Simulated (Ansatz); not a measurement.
Geometry optimisation, Ansatz 0.2.0, RKS PBE/STO-3G.

Input:

```yaml
crystal:
  periodic: [false, false, false]
  atoms:
    - { symbol: C, position_ang: [-0.869, 1.4601, 0.5239] }
    - { symbol: Si, position_ang: [0.6138, 0.5575, 0.8921] }
    - { symbol: P, position_ang: [2.06952, 1.8728, 1.92628] }
    - { symbol: O, position_ang: [1.89607, 3.1903, 1.23433] }
    - { symbol: Si, position_ang: [2.96214, 2.6978, 0.08813] }
    - { symbol: H, position_ang: [-1.6749, 0.8888, 0.0366] }
    - { symbol: H, position_ang: [-1.3332, 1.9191, 1.4284] }
    - { symbol: H, position_ang: [-0.6764, 2.3604, -0.1685] }
    - { symbol: H, position_ang: [1.20232, -0.03997, -0.34771] }
    - { symbol: H, position_ang: [0.3059, -0.61579, 1.77802] }
    - { symbol: H, position_ang: [2.24757, 2.55245, -1.23927] }
    - { symbol: H, position_ang: [4.17672, 3.4903, 0.19424] }
basis:
  gaussian: { orbitals: STO-3G }
hamiltonian:
  xc: pbe
relax:
  f_tol: 0.015
  max_steps: 40
```

Command:

```bash
$ ansatz run input.yaml --threads 1 --pin off --max-ram 2048MiB --backend cpu --events-out ev --progress --plain --runs-dir out
```

Task: Where does it end, and by what steps?

Result: It converged. The force dipped under the threshold on the way, but the program's further checks kept it going. Limits of this set-up: minimal basis. After 33 steps the energy has fallen by 2.797 eV; H7 moved furthest, 0.62 Å. The start is strongly strained (largest force component 15 eV/Å).

```json
{"step": "0", "energy less start (eV)": "0.0000", "largest force component (eV/Å)": "14.609", "accepted": "yes"}
{"step": "2", "energy less start (eV)": "-2.6410", "largest force component (eV/Å)": "1.133", "accepted": "yes"}
{"step": "4", "energy less start (eV)": "-2.7818", "largest force component (eV/Å)": "0.199", "accepted": "yes"}
{"step": "6", "energy less start (eV)": "-2.7847", "largest force component (eV/Å)": "0.033", "accepted": "yes"}
{"step": "8", "energy less start (eV)": "-2.7853", "largest force component (eV/Å)": "0.032", "accepted": "yes"}
{"step": "10", "energy less start (eV)": "-2.7862", "largest force component (eV/Å)": "0.111", "accepted": "no"}
{"step": "12", "energy less start (eV)": "-2.7872", "largest force component (eV/Å)": "0.105", "accepted": "no"}
{"step": "14", "energy less start (eV)": "-2.7883", "largest force component (eV/Å)": "0.082", "accepted": "yes"}
{"step": "16", "energy less start (eV)": "-2.7894", "largest force component (eV/Å)": "0.092", "accepted": "yes"}
{"step": "18", "energy less start (eV)": "-2.7908", "largest force component (eV/Å)": "0.129", "accepted": "yes"}
{"step": "20", "energy less start (eV)": "-2.7930", "largest force component (eV/Å)": "0.078", "accepted": "yes"}
{"step": "22", "energy less start (eV)": "-2.7942", "largest force component (eV/Å)": "0.038", "accepted": "yes"}
{"step": "24", "energy less start (eV)": "-2.7955", "largest force component (eV/Å)": "0.049", "accepted": "yes"}
{"step": "26", "energy less start (eV)": "-2.7953", "largest force component (eV/Å)": "0.134", "accepted": "no"}
{"step": "28", "energy less start (eV)": "-2.7969", "largest force component (eV/Å)": "0.077", "accepted": "yes"}
{"step": "30", "energy less start (eV)": "-2.7972", "largest force component (eV/Å)": "0.036", "accepted": "yes"}
{"step": "32", "energy less start (eV)": "-2.7974", "largest force component (eV/Å)": "0.012", "accepted": "yes"}
{"step": "33", "energy less start (eV)": "-2.7975", "largest force component (eV/Å)": "0.015", "accepted": "yes"}
```

```xyz
12
Properties=species:S:1:pos:R:3
C -0.736 1.515 0.332
Si 0.635 0.368 0.937
P 2.469 1.443 1.735
O 1.884 3.185 1.701
Si 2.741 2.909 0.177
H -1.661 0.947 0.131
H -0.973 2.286 1.086
H -0.453 2.035 -0.598
H 1.014 -0.530 -0.151
H 0.092 -0.476 1.996
H 1.912 3.016 -1.021
H 3.998 3.634 0.021
```

Time of the run: 2.9 min on 1 thread of Intel(R) Xeon(R) Processor @ 2.70GHz, with other jobs on the host, peak memory 0.16 GiB.
